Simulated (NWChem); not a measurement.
Everything below was run with NWChem. System: Cl2Sn, charge 0, spin multiplicity 1, at a geometry optimised with PBE/def2-SVP with def2 effective core potentials on Sn. The structure started from a generated list of species. Level: TD-B3LYP/def2-SVPD with def2 effective core potentials on Sn, VWN1-RPA local correlation.

NWChem printed:

```
             Northwest Computational Chemistry Package (NWChem) 7.3.0
             --------------------------------------------------------

                                NWChem Input Module
                                -------------------

 Scaling coordinates for geometry "geometry" by  1.889725989
 (inverse scale =  0.529177249)

 Turning off AUTOSYM since
 SYMMETRY directive was detected!

                             Geometry "geometry" -> ""
                             -------------------------

 Output coordinates in angstroms (scale by  1.889725989 to convert to a.u.)

  No.       Tag          Charge          X              Y              Z
 ---- ---------------- ---------- -------------- -------------- --------------
    1 Sn                  50.0000     0.00000000     0.00000000     0.62664500
    2 Cl                  17.0000     1.84923900     0.00000000    -0.92153700
    3 Cl                  17.0000    -1.84923900     0.00000000    -0.92153700

 Effective nuclear repulsion energy (a.u.)     414.3572851231

            Nuclear Dipole moment (a.u.)
            ----------------------------
        X                 Y               Z
 ---------------- ---------------- ----------------
     0.0000000000     0.0000000000    -0.0000151178

      Symmetry information
      --------------------

 Group name             C2v
 Group number             16
 Group order               4
 No. of unique centers     2

      Symmetry unique atoms

     1    2


 Summary of "ao basis" -> "" (spherical)
 ------------------------------------------------------------------------------
       Tag                 Description            Shells   Functions and Types
 ---------------- ------------------------------  ------  ---------------------
 *                         def2-svpd                  on all atoms

                                 NWChem DFT Module
                                 -----------------

 Summary of "ao basis" -> "ao basis" (spherical)
 ------------------------------------------------------------------------------
       Tag                 Description            Shells   Functions and Types
 ---------------- ------------------------------  ------  ---------------------
 Sn                        def2-svpd                12       32   5s4p3d
 Cl                        def2-svpd                11       27   5s4p2d

 Summary of "ao basis" -> "ao basis" (spherical)
 ------------------------------------------------------------------------------
       Tag                 Description            Shells   Functions and Types
 ---------------- ------------------------------  ------  ---------------------
 Sn                        def2-svpd                12       32   5s4p3d
 Cl                        def2-svpd                11       27   5s4p2d

      Symmetry analysis of basis
      --------------------------

        a1         34
        a2         11
        b1         26
        b2         15

            General Information
            -------------------
          SCF calculation type: DFT
          Wavefunction type:  closed shell.
          No. of atoms     :     3
          No. of electrons :    56
           Alpha electrons :    28
            Beta electrons :    28
          Charge           :     0
          Spin multiplicity:     1
          Use of symmetry is: off; symmetry adaption is: on
          Maximum number of iterations: 100
          AO basis - number of functions:    86
                     number of shells:    34
          Convergence on energy requested:  1.00D-06
          Convergence on density requested:  1.00D-05
          Convergence on gradient requested:  5.00D-04

              XC Information
              --------------
                         B3LYP Method XC Potential
                     Hartree-Fock (Exact) Exchange  0.200
                        Slater Exchange Functional  0.800 local
                    Becke 1988 Exchange Functional  0.720 non-local
              Lee-Yang-Parr Correlation Functional  0.810
                  VWN I RPA Correlation Functional  0.190 local

             Grid Information
             ----------------
          Grid used for XC integration:  medium
[...]
          Available MA space size is          50648948 doubles
          Length of a trial vector is         1624
          Algorithm : Incore multiple tensor contraction
          Estimated peak GA usage is          32821664 doubles
          Estimated peak MA usage is             18000 doubles

    5 smallest eigenvalue differences (eV)
--------------------------------------------------------
  No. Spin  Occ  Vir  Irrep   E(Occ)    E(Vir)   E(Diff)
--------------------------------------------------------
    1    1   28   29 b2       -0.295    -0.131     4.461
    2    1   27   29 a2       -0.313    -0.131     4.944
    3    1   26   29 b1       -0.322    -0.131     5.187
    4    1   25   29 a1       -0.338    -0.131     5.633
    5    1   24   29 b2       -0.341    -0.131     5.717
--------------------------------------------------------

  Entering Davidson iterations
  Restricted singlet excited states

  Iter   NTrls   NConv    DeltaV     DeltaE      Time
  ----  ------  ------  ---------  ---------  ---------
    1      5       0     0.21E+00   0.10+100        9.1
    2     15       0     0.42E-01   0.22E-01       13.3
    3     25       0     0.16E-01   0.10E-02       13.2
    4     35       0     0.52E-02   0.14E-03       13.1
    5     45       1     0.19E-02   0.18E-04       13.3
    6     53       3     0.78E-03   0.24E-05       11.6
    7     57       4     0.30E-03   0.27E-06        8.4
    8     59       4     0.11E-03   0.29E-07        6.8
    9     61       5     0.97E-04   0.26E-08        6.8
  ----  ------  ------  ---------  ---------  ---------
  Convergence criterion met

  Ground state a1      -1134.640257800985 a.u.

  ----------------------------------------------------------------------------
  Root   1 singlet b2             0.134989070 a.u.                3.6732 eV
  ----------------------------------------------------------------------------
     Transition Moments    X  0.00000   Y  0.45786   Z -0.00000
     Transition Moments   XX  0.00000  XY -0.00000  XZ -0.00000
     Transition Moments   YY  0.00000  YZ  2.18642  ZZ -0.00000
     Dipole Oscillator Strength                    0.0188655285
     Electric Quadrupole                           0.0000000626
     Magnetic Dipole                               0.0000019855
     Total Oscillator Strength                     0.0188675766

          sigma_e =   1.9336 Angstrom
          sigma_h =   2.2269 Angstrom
         |d_h->e| =   0.9211 Angstrom
            d_exc =   3.0637 Angstrom
            d_CD1 =   1.2144 Angstrom
            d_CD2 =  -1.1591 Angstrom
            d_CD3 =   3.9848 Angstrom
     Pearson C.C. =   0.0185

     Occ.   22  a1  ---  Virt.   29  b2   0.07566 X
     Occ.   24  a1  ---  Virt.   29  b2   0.12807 X
     Occ.   28  a1  ---  Virt.   29  b2  -0.99000 X
     Occ.   28  a1  ---  Virt.   29  b2   0.05769 Y
  ----------------------------------------------------------------------------
  Root   2 singlet a2             0.143210789 a.u.                3.8970 eV
  ----------------------------------------------------------------------------
     Transition Moments    X  0.00000   Y  0.00000   Z  0.00000
     Transition Moments   XX -0.00000  XY  0.13214  XZ -0.00000
     Transition Moments   YY -0.00000  YZ  0.00000  ZZ  0.00000
     Dipole Oscillator Strength                    0.0000000000
     Electric Quadrupole                           0.0000000003
     Magnetic Dipole                               0.0000001987
     Total Oscillator Strength                     0.0000001990

          sigma_e =   1.9091 Angstrom
          sigma_h =   2.1681 Angstrom
         |d_h->e| =   1.4013 Angstrom
            d_exc =   3.1900 Angstrom
            d_CD1 =   1.6603 Angstrom
            d_CD2 =  -0.6373 Angstrom
            d_CD3 =   4.5913 Angstrom
     Pearson C.C. =   0.0160

     Occ.   27  b1  ---  Virt.   29  b2   0.99934 X
  ----------------------------------------------------------------------------
  Root   3 singlet b1             0.164105615 a.u.                4.4655 eV
  ----------------------------------------------------------------------------
     Transition Moments    X  0.47658   Y -0.00000   Z -0.00000
     Transition Moments   XX  0.00000  XY  0.00000  XZ -1.72637
     Transition Moments   YY -0.00000  YZ  0.00000  ZZ  0.00000
     Dipole Oscillator Strength                    0.0248485192
     Electric Quadrupole                           0.0000000701
     Magnetic Dipole                               0.0000000021
     Total Oscillator Strength                     0.0248485915

          sigma_e =   1.9403 Angstrom
          sigma_h =   2.1462 Angstrom
         |d_h->e| =   1.4072 Angstrom
            d_exc =   3.2062 Angstrom
            d_CD1 =   1.6132 Angstrom
            d_CD2 =  -0.6360 Angstrom
            d_CD3 =   4.6135 Angstrom
     Pearson C.C. =   0.0086

     Occ.   23  b1  ---  Virt.   30  a1   0.07317 X
     Occ.   26  a2  ---  Virt.   29  b2   0.96959 X
     Occ.   27  b1  ---  Virt.   30  a1  -0.12614 X
     Occ.   28  a1  ---  Virt.   31  b1   0.18937 X
  ----------------------------------------------------------------------------
  Root   4 singlet b2             0.173918592 a.u.                4.7326 eV
  ----------------------------------------------------------------------------
     Transition Moments    X -0.00000   Y  0.32565   Z  0.00000
     Transition Moments   XX -0.00000  XY -0.00000  XZ  0.00000
     Transition Moments   YY  0.00000  YZ  1.46706  ZZ -0.00000
     Dipole Oscillator Strength                    0.0122954559
     Electric Quadrupole                           0.0000000603
     Magnetic Dipole                               0.0000005554
     Total Oscillator Strength                     0.0122960715

          sigma_e =   1.9150 Angstrom
          sigma_h =   2.1469 Angstrom
         |d_h->e| =   1.0584 Angstrom
            d_exc =   3.0512 Angstrom
            d_CD1 =   1.2903 Angstrom
            d_CD2 =  -0.9725 Angstrom
            d_CD3 =   4.1096 Angstrom
     Pearson C.C. =   0.0105

     Occ.   22  a1  ---  Virt.   29  b2   0.06168 X
     Occ.   24  a1  ---  Virt.   29  b2  -0.98978 X
     Occ.   28  a1  ---  Virt.   29  b2  -0.12514 X
  ----------------------------------------------------------------------------
  Root   5 singlet a1             0.182017809 a.u.                4.9530 eV
  ----------------------------------------------------------------------------
     Transition Moments    X  0.00000   Y -0.00000   Z  0.23034
     Transition Moments   XX -1.91553  XY  0.00000  XZ -0.00000
     Transition Moments   YY  1.17269  YZ -0.00000  ZZ -1.14523
     Dipole Oscillator Strength                    0.0064382908
     Electric Quadrupole                           0.0000000830
     Magnetic Dipole                               0.0000000000
     Total Oscillator Strength                     0.0064383738

          sigma_e =   1.9506 Angstrom
          sigma_h =   2.1135 Angstrom
         |d_h->e| =   1.2720 Angstrom
            d_exc =   3.1483 Angstrom
            d_CD1 =   1.4350 Angstrom
            d_CD2 =  -0.7600 Angstrom
            d_CD3 =   4.4203 Angstrom
     Pearson C.C. =  -0.0027

     Occ.   23  b1  ---  Virt.   31  b1   0.10415 X
     Occ.   24  a1  ---  Virt.   30  a1   0.10115 X
     Occ.   25  b2  ---  Virt.   29  b2  -0.96156 X
     Occ.   27  b1  ---  Virt.   31  b1   0.06040 X
     Occ.   28  a1  ---  Virt.   30  a1   0.21656 X

              Target root =      1
          Target symmetry = none
      Ground state energy =  -1134.640257800985
        Excitation energy =      0.134989070077
     Excited state energy =  -1134.505268730908

  stored tddft:energy   -1134.5052687309076

 Task  times  cpu:      101.4s     wall:      101.4s

 Total times  cpu:      101.5s     wall:      101.5s
```

**Question.** Write an NWChem input that would produce this output.

**Answer.** This is not unique; one that fits is 
```
start mol
memory heap 200 mb stack 900 mb global 1100 mb
geometry units angstroms nocenter noautoz
  Sn     0.000000     0.000000     0.626645
  Cl     1.849239     0.000000    -0.921537
  Cl    -1.849239     0.000000    -0.921537
  symmetry group C2v
end
basis spherical
  * library def2-svpd
end
ecp
  Sn library def2-ecp
end
dft
  xc b3lyp
  semidirect memsize 60000000 filesize 0
  iterations 100
end
tddft
  rpa
  nroots 5
  notriplet
  thresh 1e-4
end
task tddft energy
```
